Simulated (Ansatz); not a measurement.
Molecule: Si2H2 (charge 0, singlet). 
Structure (B3LYP-D3(BJ)/def2-TZVP (Ansatz, a quantum-chemistry and plane-wave program) minimum search):
```xyz
4

Si    -0.9487     0.0742     0.1950
Si     1.1997    -0.0938    -0.2466
H     -1.7230     1.3334     0.0715
H     -1.7910    -1.0587     0.6507
```

Basis-set convergence of Hartree-Fock and MP2 correlation energies (hartree) with Ansatz. Cores are frozen in the correlated levels unless marked. No spin-orbit coupling. No relativistic terms.

The Hartree-Fock reference is unstable (checked in the largest basis), which strains HF and MP2. 

```tsv
basis	functions	E(HF)	E(corr, MP2)
def2-SVP	46	-578.73159	-0.16943
def2-TZVPP	112	-578.93325	-0.21004
def2-QZVPP	200	-578.95011	-0.22528
```

Extrapolating the two largest sets (X = 3 and 4) as X^-3: E(corr) = (64·(-0.22528) - 27·(-0.21004))/37 = -0.2364 Eh, an estimate of the basis-set limit. The largest set recovers 95.3 % of it, the smallest 71.7 %.
